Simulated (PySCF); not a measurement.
SMILES C1=C(COC)[N-]N=C1F, [C₅H₆FN₂O]-, charge -1

Geometry (Å), atoms numbered from 1 in this order:
```xyz
15

C    -2.1165    0.4865    0.2176
O    -1.6618   -0.4223   -0.7466
C    -0.5778   -1.2278   -0.2653
C     0.6032   -0.4531    0.2124
C     1.5025    0.3152   -0.5352
C     2.3466    0.7881    0.4586
F     3.4305    1.6087    0.2718
N     2.0080    0.3604    1.6653
N     0.9224   -0.4065    1.5137
H    -2.8545    1.1250   -0.2701
H    -2.5834   -0.0365    1.0651
H    -1.2940    1.0970    0.6050
H    -0.3202   -1.8608   -1.1220
H    -0.9403   -1.8617    0.5593
H     1.5308    0.4959   -1.5940
```

Total charge -1.

Method: PySCF 2.14.0, GIAO wB97X-D/aug-pcSseg-1 magnetisability, rotational g tensor and spin-rotation constants, non-relativistic, gas phase. Geometry: GFN2-xTB.

For an ion the centre-of-mass motion in the field is neglected.

(1) Give the nuclear spin-rotation constants along the inertial axes (H = +C I·J) beside the isotropic shieldings.

Answers

(1) Rotational constants 4.0380, 0.9252, 0.8863 GHz. A star marks the isotopologue with that one atom substituted, in its own axes.
```tsv
atom	isotope	Caa (kHz)	Cbb (kHz)	Ccc (kHz)	mean (kHz)	σ (ppm)
F7	19F	2.834	1.037	0.558	1.476	332.0
N8	14N	0.957	0.179	0.081	0.406	-65.8
N9	14N	1.062	0.177	0.085	0.441	-87.3
H10	1H	-0.178	-0.029	-0.046	-0.084	28.9
H11	1H	-0.279	0.032	-0.080	-0.109	29.0
H12	1H	0.191	-0.086	-0.054	0.017	28.0
H13	1H	-0.340	-0.046	0.043	-0.115	26.9
H14	1H	-0.252	0.043	-0.070	-0.093	27.5
H15	1H	-0.368	0.095	-0.077	-0.117	26.4
C1	13C*	0.962	0.194	0.136	0.431	131.0
O2	17O*	-0.225	-0.064	-0.115	-0.134	295.5
C3	13C*	0.947	0.218	0.203	0.456	110.5
C4	13C*	1.954	0.306	0.206	0.822	36.6
C5	13C*	1.016	0.312	0.132	0.487	104.0
C6	13C*	2.047	0.324	0.287	0.886	5.7
```
For the geometry as given, no vibrational averaging.
